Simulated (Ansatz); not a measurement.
Reaction (SMILES): OB(O)Br [bromoboronic acid] + 3 [H][H] (H2) -> B (BH3) + Br (HBr) + 2 O (H2O)
Each molecule is optimised on its own at B3LYP-D3(BJ)/def2-TZVP (Ansatz, an electronic-structure program), one conformer each, not searched for the lowest.
Geometry of the first species:
```
B
O 1 1.3482
H 2 0.9612 1 114.45
O 1 1.3482 2 119.45 3 180.00
H 4 0.9612 1 114.45 2 180.00
Br 1 1.9724 2 120.28 3 0.00
```
Charge 0, spin multiplicity 1.

Property: energy of full hydrogenation (electronic energy difference), in kcal/mol. Valence correlation only, unless marked. No spin-orbit coupling. The frozen core is the preceding noble-gas configuration, with the filled d and f shells of earlier blocks. Non-relativistic. Basis-set limits of correlation are two-point, X^-3; Hartree-Fock from the larger set (for Q and 5 zeta extrapolated as (X+1)exp(-9√X)).

CCSD(T)/CBS(cc-pVQZ,cc-pV5Z) (Ansatz) gives 71.8 kcal/mol.

Question: Another calculation gave 70.9 kcal/mol. Which level was it?
(A) HSE06/def2-TZVPD (Ansatz)
(B) r2SCAN/def2-TZVPD (Ansatz)
(C) wB97X/def2-TZVPD (Ansatz)
(D) B97M-V/def2-TZVPD (Ansatz)

Answer: A, HSE06/def2-TZVPD (Ansatz). The others give 77.5 (r2SCAN), 67.9 (wB97X), 73.9 (B97M-V) kcal/mol.
